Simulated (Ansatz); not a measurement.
Consider the atomization: `[F][Ge]([F])([F])[F]` → 4 F• + Ge•.

Calculated with Ansatz (gas phase, PBE0-D4/def2-TZVP geometries, no zero-point term in ΔE). CCSD(T)/CBS is the MP2 limit (def2-TZVPP, def2-QZVPP) plus CCSD(T) − MP2 in def2-TZVPP, frozen cores. This one scheme is used for every species, atoms too. DFT in def2-TZVPP. No spin–orbit coupling; open shells (•) take unrestricted orbitals. Spin–orbit coupling would lower the free atoms: a little for F; clearly for Ge. For Ge outer-core shells are correlated without core-valence functions, so the limit isn't a true one: a few kJ/mol of doubt a bond, and 10 to 20 or more in all where bonds break to atoms. Scalar relativity is left out up to krypton.

`[F][Ge]([F])([F])[F]`:

Z-matrix (Å, degrees):
```
Ge
F 1 1.692
F 1 1.692 2 109.5
F 1 1.691 2 109.5 3 120.0
F 1 1.692 2 109.5 3 -120.0
```

Question: What is ΔE at CCSD(T)/CBS? (Best estimate.)

Answer: Ansatz gave: +1934.2 kJ/mol.

Question: What do these levels give: CAM-B3LYP-D4, PBE, r2SCAN0, CAM-B3LYP, LC-ωPBE, RPA@PBE/def2-TZVPP, HF/def2-SVP, HF/def2-TZVPP, MP2/def2-TZVPP, CCSD(T)/def2-TZVPP, MP2/def2-QZVPP, CCSD(T)/def2-QZVPP? (Estimate.)

Answer: The calculation gave: CAM-B3LYP-D4 1913.9, PBE 1954.8, r2SCAN0 1839.4, CAM-B3LYP 1906.9, LC-ωPBE 1924.5, RPA@PBE/def2-TZVPP 1711.3, HF/def2-SVP 1265.7, HF/def2-TZVPP 1317.5, MP2/def2-TZVPP 2014.0, CCSD(T)/def2-TZVPP 1888.4, MP2/def2-QZVPP 2044.2, CCSD(T)/def2-QZVPP 1932.9 kJ/mol.

Largest T1 diagnostic among the species: 0.012.

The D4 term adds +13.5 kJ/mol with B3LYP and +6.9 kJ/mol with PBE0; it sums over pairs of atoms, weighted by their polarisabilities, and B3LYP, whose exchange is more repulsive, gets the larger term. From PBE to PBE0 (25 % exact exchange), in def2-TZVPP and without D4, ΔE moves by −87.6 kJ/mol: exact exchange takes away binding that semilocal exchange gives to molecules.

B3LYP here is the variant with VWN-RPA as its local correlation; programs differ in this.

For atomizations the MP2-based limit and the directly extrapolated one differ by several kJ/mol either way, and by 10 to 25 for some Ge, Se and Sn compounds, so smaller differences from it don't rank the levels.
